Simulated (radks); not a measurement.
Ionisation ladder of lead, from Pb I to Pb IV. Each ion is in the ground configuration listed by NIST, and IE = E(next ion) - E(this ion). Method: scalar-relativistic Kohn-Sham, BLYP, spin-polarised, spherical densities, point nucleus; open shells are filled with parallel spins first (spin-orbit coupling, left out, can overturn this in heavy ions); computed with a radial shooting solver on a logarithmic mesh with Libxc functionals.

| species | configuration | IE, Delta-SCF (eV) | <r> HOMO (bohr) | IE, NIST (eV) | kind | error (eV) |
|---|---|---|---|---|---|---|
| Pb I | [Hg] 6p2 | 6.821 | 3.34 | 7.417 | exp. | -0.596 |
| Pb II | [Hg] 6p1 | 13.632 | 3.01 | 15.032 | exp. | -1.401 |
| Pb III | [Hg] | 32.251 | 2.18 | 31.937 | exp. | +0.314 |
| Pb IV | [Xe] 4f14 5d10 6s1 | 43.073 | 2.10 | 42.333 | exp. | +0.741 |

Reference values: NIST Atomic Spectra Database (exp. = measured, semi-emp. = semi-empirical, theory = theoretical value adopted there). The ionisation energy per charge of the ion left behind rises most, in proportion, at Pb III ([Hg]), from 6.816 to 10.750 eV. Against the entries that are not theoretical the mean signed error is -3.7 % and the largest -9.3 %. Open shells are spherical and high-spin; term and fine-structure splittings are not resolved. Spin-orbit splitting is averaged out at the scalar-relativistic level.
